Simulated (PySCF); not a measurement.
C₃H₇BeI, SMILES C[CH](C)[Be][I].

Coordinates come from a B3LYP-D3(BJ)/def2-SVP optimisation. The structure was generated by enumeration; whether it is a known compound was not checked. The def2 effective core potentials stand for the cores of I; spin–orbit coupling is left out. One conformer was computed; it need not be the lowest.

Computed with PySCF 2.14.0 with IEF-PCM-B3LYP/def2-SVP.

The values are the electrostatic part of the solvation free energy, E(continuum) − E(gas) at the gas-phase geometry, in a cavity of scaled van der Waals radii (PySCF's table); cavitation and dispersion terms are not included. A continuum can't describe solvent molecules that bind to the metal. In vacuum the orbital gap is 6.87 eV. The dipole moment in vacuum is 0.85 D.

Computed values in water (ε = 78.36), methanol (ε = 32.61), diethylether (ε = 4.24):
| solvent | ε | ΔG(elec) (kcal/mol) | dipole (D) | gap (eV) |
|---|---|---|---|---|
| water | 78.36 | -3.3 | 1.22 | 7.02 |
| methanol | 32.61 | -3.2 | 1.21 | 7.02 |
| diethylether | 4.24 | -2.1 | 1.11 | 6.96 |
